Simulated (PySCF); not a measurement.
Q: What does the PBE0-D3(BJ)/def2-SVP structure of `CC[O][Ge]([O]CC)([O]CC)[O]CC` look like in three dimensions?

A: 
```
atom  x, y, z in Å
C1    -0.3316   -0.0909    3.2940
C2     0.3350   -1.1526    2.4439
O3    -0.2511   -1.2538    1.1585
Ge4    0.1162   -0.0886   -0.1035
O5    -0.5443    1.5153    0.1672
C6    -1.9388    1.7570    0.0916
C7    -2.3831    2.0807   -1.3181
O8    -0.5783   -0.7118   -1.5894
C9    -0.4892   -2.0833   -1.9348
C10   -1.6515   -2.8777   -1.3803
O11    1.8612    0.0829   -0.1244
C12    2.4887    1.1448   -0.8214
C13    3.9112    1.2732   -0.3320
H14   -1.4114   -0.2877    3.3777
H15    0.0978   -0.0766    4.3077
H16   -0.2011    0.9086    2.8504
H17    0.2242   -2.1437    2.9138
H18    1.4183   -0.9534    2.3575
H19   -2.1467    2.6048    0.7659
H20   -2.5093    0.8946    0.4853
H21   -3.4584    2.3172   -1.3409
H22   -1.8293    2.9498   -1.7042
H23   -2.1960    1.2257   -1.9845
H24   -0.4797   -2.1286   -3.0367
H25    0.4682   -2.5167   -1.5909
H26   -2.6057   -2.4562   -1.7314
H27   -1.5958   -3.9276   -1.7078
H28   -1.6401   -2.8517   -0.2806
H29    1.9386    2.0894   -0.6621
H30    2.4751    0.9400   -1.9084
H31    4.4385    2.0735   -0.8730
H32    3.9288    1.5077    0.7429
H33    4.4568    0.3299   -0.4846
```

Orientation and origin are arbitrary. Atoms count from 1 in this order. All 4 C–O bonds measure 1.416 to 1.417 Å. All 4 Ge–O bonds measure 1.754 to 1.757 Å. Ge4 (germanium bonded to 4 O) is distorted tetrahedral (angles from 106.4° to 114.7°). Of the pairs four or more bonds apart, O8···H23 is among the closest relative to their van der Waals radii: 2.55 Å, 94 % of the sum of Bondi's values.

Bonds between heavy atoms (Å): C1–C2 1.515, C2–O3 1.416, O3–Ge4 1.757, Ge4–O5 1.756, O5–C6 1.417, C6–C7 1.513, Ge4–O8 1.755, O8–C9 1.417, C9–C10 1.513, Ge4–O11 1.754, O11–C12 1.417, C12–C13 1.510.

Method: PySCF, PBE0-D3(BJ)/def2-SVP geometry optimisation, gas phase.

Point group: C1 (no symmetry element, even within 0.4 Å). Whether it is a minimum is left open (no frequencies). One conformer, not necessarily the lowest (C1–C2–O3–Ge4 78°, C2–O3–Ge4–O5 -70°, O3–Ge4–O5–C6 -70°, Ge4–O5–C6–C7 -88°, O3–Ge4–O8–C9 -42°).

On an Intel Xeon Platinum 8488C with 2 threads (shared host), this took 12 min wall, 28 min CPU and 2.8 GiB of memory at its peak. These figures are those of the optimisation.
